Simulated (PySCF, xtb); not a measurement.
oxadisiletane (CH6OSi2), SMILES C1O[SiH2][SiH2]1.

Harmonic wavenumbers (cm⁻¹) from GFN2-xTB (xtb) at its own minimum, in rising order: 142, 291, 396, 433, 456, 487, 561, 572, 670, 703, 736, 777, 789, 820, 1006, 1151, 1234, 1480, 2202, 2219, 2225, 2232, 2929, 2950.

What does PBE-D3(BJ)/def2-SVP (PySCF) give at its own minimum? (Estimate from the structure and the level; the computed values follow.)

71, 317, 402, 429, 457, 576, 618, 644, 680, 737, 801, 812, 900, 941, 997, 1160, 1207, 1410, 2140, 2145, 2147, 2164, 2953, 3005. Paired by order, the mean absolute difference is 49 cm⁻¹ and the zero-point energies are 39.3 and 39.6 kcal/mol.
